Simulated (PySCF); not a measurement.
A PySCF script (with the pyscf-properties extension) for the NMR shieldings of SMILES CC[C@@H]1CCP(C)C1, C₇H₁₅P, on a PBE0-D3(BJ)/def2-SVP geometry:

```python
import basis_set_exchange as bse
import numpy as np
from pyscf import gto, dft
from pyscf.prop import nmr

atoms = """
C     2.813148    0.973084    0.066969
C     1.785433    0.208577   -0.752222
C     0.681219   -0.442963    0.074290
C    -0.294363   -1.272066   -0.761432
C    -1.409751   -1.725437    0.172297
P    -1.803094   -0.278042    1.296671
C    -2.934799    0.678298    0.180932
C    -0.169110    0.555996    0.874345
H     2.356656    1.817591    0.605978
H     3.289079    0.320677    0.817205
H     3.611220    1.382284   -0.570930
H     2.293781   -0.575328   -1.340175
H     1.318338    0.885021   -1.491449
H     1.159144   -1.131457    0.798173
H     0.211392   -2.120664   -1.251894
H    -0.704838   -0.639973   -1.569545
H    -2.316449   -2.068324   -0.350052
H    -1.069037   -2.560525    0.806321
H    -3.054916    1.697390    0.579641
H    -3.928326    0.204515    0.178983
H    -2.569039    0.747239   -0.856052
H    -0.374525    1.454137    0.265943
H     0.337895    0.895337    1.789584
"""
names = dict.fromkeys(["C", "P", "H"], "pcSseg-1")
basis = {el: gto.basis.parse(bse.get_basis(n, elements=[el], fmt="nwchem")) for el, n in names.items()}
mol = gto.M(atom=atoms, basis=basis, charge=0, verbose=0)
mf = dft.RKS(mol, xc="PBE0")
mf.grids.level = 2
mf.grids.alignment = dft.numint.BLKSIZE   # the property module wants whole blocks of grid points
mf.conv_tol = 1e-9
mf.kernel()

calc = nmr.RKS(mf)   # GIAO
C = mf.mo_coeff
Co = C[:, mf.mo_occ > 0]
resp = mf.gen_response(singlet=True, hermi=2)
def vind(x):   # induced exchange potential for any number of trial vectors
    d = np.einsum("pi,xij,qj->xpq", C, 2 * x.reshape(-1, C.shape[1], Co.shape[1]), Co, optimize=True)
    return np.einsum("xpq,pi,qj->xij", resp(d - d.transpose(0, 2, 1)), C, Co, optimize=True).ravel()
mo1, _ = nmr.rhf.solve_mo1(calc, with_cphf=vind)
sigma = calc.kernel(mo1)
for i, s in enumerate(sigma):   # ppm
    w = np.linalg.eigvalsh((s + s.T) / 2)
    print("%2d %-2s iso %8.1f  s11 %8.1f  s22 %8.1f  s33 %8.1f" % (i, mol.atom_pure_symbol(i), w.mean(), *w))
```

Question: Give the expected output.

Answer: 
```
 0 C  iso    169.1  s11    157.7  s22    164.6  s33    184.8
 1 C  iso    152.2  s11    136.9  s22    149.2  s33    170.4
 2 C  iso    136.5  s11    108.3  s22    134.3  s33    166.8
 3 C  iso    147.7  s11    116.2  s22    151.0  s33    176.1
 4 C  iso    154.8  s11    136.8  s22    159.4  s33    168.1
 5 P  iso    359.7  s11    276.3  s22    370.4  s33    432.3
 6 C  iso    168.0  s11    149.5  s22    167.9  s33    186.6
 7 C  iso    148.6  s11    123.2  s22    152.6  s33    169.9
 8 H  iso     30.2  s11     25.1  s22     30.4  s33     35.0
 9 H  iso     30.5  s11     26.3  s22     28.4  s33     36.7
10 H  iso     30.1  s11     25.4  s22     27.1  s33     38.0
11 H  iso     29.5  s11     23.4  s22     29.6  s33     35.5
12 H  iso     30.4  s11     25.9  s22     30.6  s33     34.6
13 H  iso     30.0  s11     26.6  s22     28.6  s33     34.8
14 H  iso     29.6  s11     24.0  s22     28.3  s33     36.4
15 H  iso     30.0  s11     26.1  s22     29.4  s33     34.4
16 H  iso     30.0  s11     25.6  s22     27.2  s33     37.2
17 H  iso     29.8  s11     24.7  s22     27.3  s33     37.3
18 H  iso     30.5  s11     26.1  s22     27.7  s33     37.8
19 H  iso     30.5  s11     25.7  s22     27.0  s33     38.9
20 H  iso     30.2  s11     25.0  s22     30.6  s33     35.0
21 H  iso     30.9  s11     25.8  s22     31.6  s33     35.3
22 H  iso     29.2  s11     23.5  s22     29.3  s33     34.8
```

These numbers come from an equivalent density-fitted implementation of the same equations, which agrees with the script to about 0.01 ppm for H and up to a few tenths of a ppm for heavy atoms, so last digits may differ.

Size and cost of the density-fitted run: 218 basis functions, 40 s wall time on 1 thread of an Arm Neoverse V1, shared host; peak memory 1.1 GiB.
